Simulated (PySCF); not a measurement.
Radial density of Ca(3+) (calcium, charge +3)

UHF, [Ne] 3s2 3p5, 2P determinant. Calculation: PySCF 2.14, in pcseg-2 (6s4p3d, 33 functions); the non-relativistic Hamiltonian (point nucleus).

```tsv
r (bohr)	4πr²ρ (e/bohr)	4πr²(ρα − ρβ)
0.00151	0.1437	0.0000
0.00254	0.3903	0.0000
0.00427	1.030	0.0001
0.00718	2.594	0.0002
0.0121	6.032	0.0005
0.0203	12.29	0.0017
0.0342	20.11	0.0066
0.0575	23.33	0.0287
0.0967	18.43	0.1043
0.163	19.05	0.2316
0.274	24.27	0.1714
0.460	11.38	0.0183
0.774	6.233	0.7287
1.30	5.532	0.7939
2.19	0.6901	0.0993
3.68	0.003866	0.0002
6.20	1.274e-05	0.0000
```
